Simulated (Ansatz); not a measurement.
Reaction (ligand exchange at a B–N bond): `B[NH][AlH][SeH]` + CH₃OH → `BOC` + `[NH2][AlH][SeH]`

Computed with Ansatz on PBE0-D4/def2-TZVP structures; ΔE is electronic, products minus reactants. CBS: MP2 limit from def2 TZ/QZ plus the TZ coupled-cluster correction, frozen cores. This one scheme is used for every species. Functionals use def2-TZVPP. B3LYP here is the variant with VWN-RPA as its local correlation; programs differ in this. For Se outer-core shells are correlated without core-valence functions, which leaves a few kJ/mol of doubt a bond. Scalar relativity is left out up to krypton. One conformer a species, not always the lowest.

Is it downhill or uphill in electronic energy at CCSD(T)/CBS, and by how much? (Best estimate.)

The calculation gave: Downhill: ΔE = -21.3 kJ/mol.

What do these levels give: revPBE-D4, BLYP-D4, PBE0-D4, B3LYP-D4, r2SCANh-D4, r2SCAN0-D4, BHLYP-D4, ωB97M-V, B2PLYP, PBE, revPBE, HF/def2-QZVPP? (An estimate is asked.)

Computed: revPBE-D4 -19.3, BLYP-D4 -24.9, PBE0-D4 -18.8, B3LYP-D4 -23.5, r2SCANh-D4 -22.3, r2SCAN0-D4 -21.1, BHLYP-D4 -22.5, ωB97M-V -21.9, B2PLYP -24.2, PBE -21.7, revPBE -20.8, HF/def2-QZVPP -24.6 kJ/mol.

Largest T1 diagnostic among the species: 0.014.

In def2-TZVPP, CCSD(T) changes the Hartree–Fock value by +3.4 kJ/mol (the triples alone add +0.3 kJ/mol) and MP2 by +3.5 kJ/mol. Leaving LDA and LC-ωPBE aside and taking each functional with its dispersion term where it has one, the values, not all of them listed here, spread over 7.2 kJ/mol, from CAM-B3LYP-D4 to HSE06-D4. LDA lies −3.1 kJ/mol from PBE without D4.
